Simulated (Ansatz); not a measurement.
This geometry of C2H8AlBFN (14 atoms, charge 0, multiplicity 1) is a first-order saddle point.

Method: RKS B3LYP-D4/6-31G* (Ansatz).

```xyz
14
Properties=species:S:1:pos:R:3
C -1.541 1.530 0.813
B -0.165 0.780 1.008
C -0.037 -0.746 0.863
Al 0.389 -1.005 -1.038
N 2.046 -1.130 -1.649
F -0.847 -1.126 -2.141
H -2.315 1.107 1.469
H -1.919 1.377 -0.210
H -1.497 2.610 0.986
H 0.843 1.412 1.198
H 0.814 -1.193 1.392
H -0.956 -1.323 1.034
H 2.878 -1.058 -1.076
H 2.295 -1.266 -2.621
```

(1) Which two structures does it join? (They come from a converged band through this point; their orientation in space is the band's.)

(2) How far does it lie above each of them?

Results:

(1) No bond is made or broken. The dihedral H8–C1–B2–C3 goes from -127 to -2°. The two ends are copies of one structure, up to a mirror image or an exchange of like atoms.

Image 0:

```xyz
14
Properties=species:S:1:pos:R:3
C -1.314 1.760 0.500
B 0.009 0.957 0.795
C 0.035 -0.551 1.080
Al 0.168 -1.332 -0.722
N 1.707 -1.515 -1.578
F -1.207 -1.865 -1.488
H -2.227 1.153 0.468
H -1.242 2.332 -0.435
H -1.446 2.520 1.287
H 1.057 1.549 0.730
H 0.919 -0.922 1.613
H -0.890 -0.975 1.491
H 2.602 -1.212 -1.215
H 1.817 -1.928 -2.496
```

Image 8:

```xyz
14
Properties=species:S:1:pos:R:3
C -1.504 1.463 0.828
B -0.173 0.650 1.049
C -0.065 -0.867 0.844
Al 0.367 -1.019 -1.071
N 2.016 -0.873 -1.699
F -0.847 -1.320 -2.166
H -1.795 1.927 1.783
H -2.356 0.871 0.472
H -1.354 2.307 0.139
H 0.824 1.264 1.335
H 0.767 -1.361 1.359
H -1.000 -1.431 0.957
H 2.828 -0.674 -1.128
H 2.278 -0.965 -2.672
```

(2) 0.9 kcal/mol above the first and 0.9 kcal/mol above the second. This is the barrier of this one path; another mechanism may lie lower.

Time of the run: 2.4 min on 2 threads of Intel(R) Xeon(R) 6975P-C (Granite Rapids) (shared host), peak memory 0.28 GiB.
